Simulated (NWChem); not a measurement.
ZrF6 (charge -2); SMILES [F][Zr-2]([F])([F])([F])([F])[F]

Not confirmed as a minimum by frequencies. B3LYP is NWChem's, with the RPA form of VWN correlation. def2 effective core potentials on Zr; no spin-orbit coupling.

**Question.** Give the equilibrium geometry at B3LYP/def2-SVPD with def2 effective core potentials on Zr (NWChem) as an XYZ file, with the point group.

**Answer.** point group Oh; any orientation.
```
7

Zr     0.0000     0.0000     0.0000
F      0.3604     1.2235     1.6039
F     -0.3604    -1.2235    -1.6039
F     -1.1013    -1.2457     1.1978
F     -1.6901     1.0727    -0.4385
F      1.6901    -1.0727     0.4385
F      1.1013     1.2457    -1.1978
```
